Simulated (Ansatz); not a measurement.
The cluster Be4Te4, relaxed as a singlet with RKS B3LYP-D4/def2-SVP in Ansatz, starting from the GFN1-xTB geometry. Force threshold 0.02 eV/Å.

In the def2 sets Te takes a core potential; there is no spin–orbit coupling. Another isomer (singlet) lies 1.17 eV lower at PBE0-D4/def2-TZVP; other spin states weren't run for this one.

Start:

```csv
atom,x (Å),y (Å),z (Å)
Be1,2.0651,-1.0900,-0.3199
Be2,-2.0668,1.0795,0.3196
Be3,-0.3606,0.0065,-2.3088
Be4,0.3538,-0.0173,2.3116
Te5,-2.3418,1.0389,-1.9290
Te6,-1.6211,1.0674,2.5409
Te7,2.3161,-1.0861,1.9317
Te8,1.6552,-0.9989,-2.5462
```

```tsv
step	energy (eV)	largest force component (eV/Å)	SCF passes
1	-30794.4257	0.499	14
2	-30794.5967	0.190	18
3	-30794.6066	0.057	20
4	-30794.6167	0.057	19
5	-30794.6431	0.084	19
6	-30794.6681	0.214	19
7	-30794.6893	0.394	19
8	-30794.7468	0.151	19
9	-30794.7737	0.032	19
10	-30794.7783	0.004	19
11	-30794.7784	0.011	19
```

Force components are those of the run's own axes.

End:

Cartesian coordinates in Å:
```
Be 1.766 -0.931 -0.275
Be -1.767 0.933 0.275
Be -0.306 0.012 -1.994
Be 0.307 -0.011 1.993
Te -2.509 -0.069 -1.588
Te -0.907 1.870 2.121
Te 1.497 -1.893 1.732
Te 1.918 0.090 -2.265
```

By distances, no bond broke or formed. The bond that changes most is Be4–Te7, from 2.27 to 2.24 Å (atoms count from 1). The end is the same structure that another start reached.

The force fell under the threshold at step 10, but the optimiser went on. No frequencies were taken in this run, so the end may be a saddle point.

Hardware: 4 threads of Arm Neoverse V2 on a shared host. Wall time 36 s.
